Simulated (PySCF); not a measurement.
**Tl⁺: ionisation energy**

Tl⁺ [Xe] 4f14 5d10 6s2 (1S) → Tl²⁺ [Xe] 4f14 5d10 6s1 (2S), as a difference of total energies. Computed with PySCF 2.14 in aug-cc-pVQZ-PP with one added diffuse shell each of s, p, d, f, g type with ECP60MDF (8s8p6d4f3g, 117 functions), with scalar relativity through the core potential. Correlated levels: valence: 5s2 5p6 5d10 frozen. The calculations carry no spin-orbit coupling.

```tsv
method	ionisation energy (eV)	error (eV)
UHF	18.363	-2.065
LDA	20.973	+0.545
PBE	20.506	+0.078
PBE0	20.189	-0.239
r2SCAN	20.321	-0.107
wB97X-V	20.013	-0.415
revPBE	20.363	-0.065
B97-3	20.170	-0.258
MP2 (valence)	18.937	-1.491
SCS-MP2 (valence)	19.052	-1.376
```

Reference: 20.428 eV (measured; NIST Atomic Spectra Database, ionization energies).

Errors of the correlated levels include the incompleteness of this basis and the frozen core.

MP2 underrates the near-degeneracy of ns² with np² in the lower species.
